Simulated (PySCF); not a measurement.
**CuH₂ + Cl₂ → CuHCl + HCl**

Level: PBE0 in the def2-TZVP basis family, all electrons, no relativity, computed in PySCF with density fitting; open shells unrestricted.

| species | state and structure | E (Eh) | ZPE (kJ/mol) | H(298 K) − H(0) (kJ/mol) | S° (J/(mol K)) |
| --- | --- | --- | --- | --- | --- |
| CuH₂ | doublet, C2v, Cu–H 1.521 Å (×2); H–Cu–H 120.5° | -1641.38747 | 24.3 | 10.3 | 223.1 |
| Cl₂ | singlet, D∞h, Cl–Cl 1.982 Å | -920.08940 | 3.5 | 9.1 | 222.5 |
| CuHCl | doublet, Cs, Cu–Cl 2.092 Å, Cu–H 1.490 Å; Cl–Cu–H 136.6° | -2100.92654 | 15.3 | 11.9 | 269.3 |
| HCl | singlet, C∞v, H–Cl 1.279 Å | -460.66440 | 17.9 | 8.7 | 186.6 |

**Question.** What is the electronic reaction energy?

**Answer.** At PBE0/def2-TZVP, ΔE = -299.5 kJ/mol from the differences of the total energies times 2625.5, downhill. 

**Question.** Add zero-point, thermal and entropy terms for 298.15 K and 1 bar.

**Answer.** ΔZPE = 5.4 and Δ[H(298) − H(0)] = 1.2 kJ/mol give ΔH° = -292.9 kJ/mol. ΔS° = 10.3 J/(mol K), so ΔG° = -292.9 − 298.15 × (0.0103) = -296 kJ/mol.

Open d or f shells are single determinants, so the state found may not be the ground state. The structures come from searches over a few start shapes, so lower isomers are not excluded.
